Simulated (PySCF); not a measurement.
A calculated (PBE0, PySCF 2.14, aug-cc-pVTZ-DK, the spin-free X2C one-electron Hamiltonian (Gaussian nucleus)) atom or ion has these occupied shells.

```csv
shell,electrons,orbital energy (eV),"rms radius, mean of both spins (bohr)"
1s,2,-1279.5,0.151
2s,2,-86.001,0.761
2p,6,-50.876,0.779
3s,2,-5.433,3.42
```

Q: Name the element and its charge.

A: Mg (magnesium, neutral), in [Ne] 3s2, closed-shell 1S.
